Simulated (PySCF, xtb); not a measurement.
H₃InS, SMILES [SH][InH2].

Harmonic wavenumbers (cm⁻¹) from xtb with GFN2-xTB at its own minimum, in rising order: 161, 284, 330, 400, 594, 624, 1451, 1553, 2370.

### Question
What does B3LYP-D3(BJ)/def2-TZVP run with PySCF 2.14.0 give at its own minimum? (Estimate from the structure and the level; the computed values follow.)

### Answer
334, 345, 352, 512, 567, 667, 1820, 1836, 2676. Paired by order, the mean absolute difference is 155 cm⁻¹ and the zero-point energies are 11.1 and 13.0 kcal/mol.
